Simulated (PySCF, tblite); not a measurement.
The geometries are computed with GFN2-xTB (gas phase). One conformer each, none proved a minimum here. Atom numbers follow the mapped SMILES.

Question: Order these C–C–F angles, narrowest first.
A. C4–C5–F8 in `[F:1][C@@H:2]1[CH:3]=[C:4]([C:5]([F:6])([F:7])[F:8])[S:9][CH2:10]1`
B. C6–C7–F8 in `[CH2:1]=[CH:2][Si@H:3](/[CH:4]=[CH:5]\[CH:6]=[CH:7]\[F:8])[O:9][CH3:10]` with C1–C2–Si3–C4 96°, C2–Si3–C4–C5 63°, C4–C5–C6–C7 -179°, C2–Si3–O9–C10 -64°
C. F1–C2–C3 in `[F:1][CH2:2][CH2:3][C:4]([F:5])([F:6])[F:7]` with F1–C2–C3–C4 180°

Answer: C (109.2°), A (112.3°), B (121.8°).
